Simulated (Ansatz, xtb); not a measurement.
Relative energy of two isomers of C4H7BN2

Structure X is `C#C[C@@H]1CNBN1`, a singlet and structure Y is `C#CB(N=C)NC`, a singlet. Both are isolated molecules in the gas phase, relaxed with B3LYP-D3(BJ)/def2-SVP; the shapes shown needn't be the lowest conformers.

X (Å):

```yaml
atoms:
  - { symbol: C, position_ang: [-0.2366, -1.5969, 2.6305] }
  - { symbol: C, position_ang: [0.0286, -0.4969, 2.1975] }
  - { symbol: C, position_ang: [0.3676, 0.8440, 1.6912] }
  - { symbol: C, position_ang: [-0.6034, 1.3312, 0.5686] }
  - { symbol: B, position_ang: [1.5134, 0.8892, -0.3815] }
  - { symbol: N, position_ang: [0.1387, 1.0805, -0.6584] }
  - { symbol: N, position_ang: [1.6771, 0.8793, 1.0329] }
  - { symbol: H, position_ang: [-0.4714, -2.5750, 3.0055] }
  - { symbol: H, position_ang: [0.3249, 1.5422, 2.5462] }
  - { symbol: H, position_ang: [-0.8173, 2.4081, 0.7104] }
  - { symbol: H, position_ang: [-1.5617, 0.7902, 0.6154] }
  - { symbol: H, position_ang: [-0.2903, 1.2935, -1.5472] }
  - { symbol: H, position_ang: [2.3920, 0.7659, -1.1929] }
  - { symbol: H, position_ang: [2.4703, 0.5217, 1.5477] }
```

Y (Å):

```xyz
14

C     1.3706   -3.1307    1.8942
C     1.0314   -2.1014    1.3397
C     0.5473    1.2280    2.1120
C     0.3781    0.4524   -1.5827
B     0.6236   -0.7859    0.6409
N     0.0821    0.2810    1.4304
N     0.7210   -0.6875   -0.7605
H     1.6674   -4.0383    2.3860
H    -0.1212    1.9133    2.6666
H     1.6317    1.4460    2.2114
H     1.0491   -1.5014   -1.2679
H     1.2648    0.9123   -2.0568
H    -0.3244    0.1761   -2.3886
H    -0.1081    1.2204   -0.9654
```

Quicker runs give these differences E(Y) − E(X): GFN2-xTB +129.3 kJ/mol; HF/STO-3G +136.8 kJ/mol (at GFN2-xTB geometries); r2SCAN-D4/def2-SVP +32.6 kJ/mol (at GFN2-xTB geometries).

Q: Estimate E(Y) − E(X) at the level CCSD(T)/def2-SVP + ΔMP2/def2-TZVPP.

A: Calculated at CCSD(T)/def2-SVP + ΔMP2/def2-TZVPP: E(Y) − E(X) = +27.9 kJ/mol, so structure X lies lower.

Level by level:

| level | geometry | E(Y) − E(X) (kJ/mol) | departure from the last row (kJ/mol) | job, with rough time for the two |
| --- | --- | --- | --- | --- |
| GFN2-xTB | GFN2-xTB | +129.3 | +101.3 | optimisation, 0.32 s |
| HF/STO-3G | GFN2-xTB | +136.8 | +108.9 | single point, 0.32 s |
| r2SCAN-D4/def2-SVP | GFN2-xTB | +32.6 | +4.7 | single point, 3.2 s |
| B3LYP-D3(BJ)/def2-SVP | B3LYP-D3(BJ)/def2-SVP | +19.7 | −8.2 | optimisation, 65 s |
| HF/def2-SVP | B3LYP-D3(BJ)/def2-SVP | +20.3 | −7.6 | part of the CCSD(T) run |
| MP2/def2-SVP | B3LYP-D3(BJ)/def2-SVP | +35.2 | +7.3 | part of the CCSD(T) run |
| CCSD(T)/def2-SVP | B3LYP-D3(BJ)/def2-SVP | +26.5 | −1.4 | single point |
| CCSD(T)/def2-SVP + ΔMP2/def2-TZVPP | B3LYP-D3(BJ)/def2-SVP | +27.9 |  | single point, 51 s |

As drawn, Y has 1 C–B, 1 C=N, 2 C–H in place of 2 C–C, 1 C–N, 1 N–H, 1 B–H. Structure X has a 5-membered ring, Y no ring.

None of the levels shown reverses the order. The largest departure from CCSD(T)/def2-SVP + ΔMP2/def2-TZVPP is that of HF/STO-3G, 108.9 kJ/mol. The last row adds to CCSD(T) the change of the MP2 difference between the two basis sets, here +1.4 kJ/mol.

With thermal terms from frequencies at re-optimised GFN2-xTB minima (ideal gas, soft modes damped towards free rotors, one conformer each, 298.15 K, 1 atm): the zero-point term adds −7.4 kJ/mol; ΔH is +25.6 and ΔG +13.2 kJ/mol.

The correlated steps freeze 7 core orbitals. Mirror images aren't counted in ΔG. Codes used: Ansatz 0.2.0, xtb 6.7.1; the last row on 4 threads of Arm Neoverse V1 on a shared host.
